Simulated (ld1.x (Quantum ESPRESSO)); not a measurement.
## Zr: excitation energies, all-electron against TM

* Element: Zr
* Generator: ld1.x (Quantum ESPRESSO) 7.5
* Type: norm-conserving Troullier–Martins (Kleinman–Bylander form)
* Functional: PBEsol
* Relativity: fully relativistic
* Frozen core: [Ar] 3d10 4s2
* Valence charge: 10
* Reference configuration: 4p6 4d3 5s1 5p0
* Partial waves: 5s (bound): rc 3.15 bohr; 4p (bound): rc 1.90 bohr; 4d (bound): rc 2.05 bohr
* Local potential: all-electron potential smoothed inside 2.40 bohr (lloc = -2)
* Core correction: none

Open shells are filled in proportion to 2j + 1 (rel_dist='average').

Energies are relative to the spin-unpolarised reference configuration 4p6 4d3 5s1 5p0; without spin polarisation the order of configurations can differ from experiment. Not all tests gave a result: 1 of 7 tests not solved or not reliable. The frozen-core shift is the all-electron ΔE with the core orbitals held at their reference shape minus the fully relaxed ΔE.

```tsv
valence configuration	charge	ΔE all-electron (eV)	error AE − PS (meV)	frozen-core shift (meV)
4p6 4d2 5s1 5p0	+1	5.961	+16	+3.5
4p6 4d3 5s0 5p0	+1	6.338	-9.9	+0.5
4p6 4d0 5s0 5p0	+4	75.616	+101	+207
4p6 4d1 5s0 5p0	+3	41.453	+41	+55
```

Question: What are ΔE and the potential's error for 4p6 4d2 5s0 5p0?

Answer: ΔE = 18.870 eV all-electron; the error (AE − PS) is +11 meV.

Question: What are ΔE and the potential's error for 4p5 4d2 5s2 5p0?

Answer: ΔE = 36.788 eV all-electron; the error (AE − PS) is +203 meV.

These tests converged, but a pseudo level misses the all-electron one widely, so the file describes the atom poorly there or has found another state: 4p6 4d0 5s0 5p0: empty 5s by 4.5 eV (a node warning on the way). ld1.x printed “convergence not achieved” for 2 of the counted tests; their residual had stalled under 1e-8, short of the target of 1e-14.
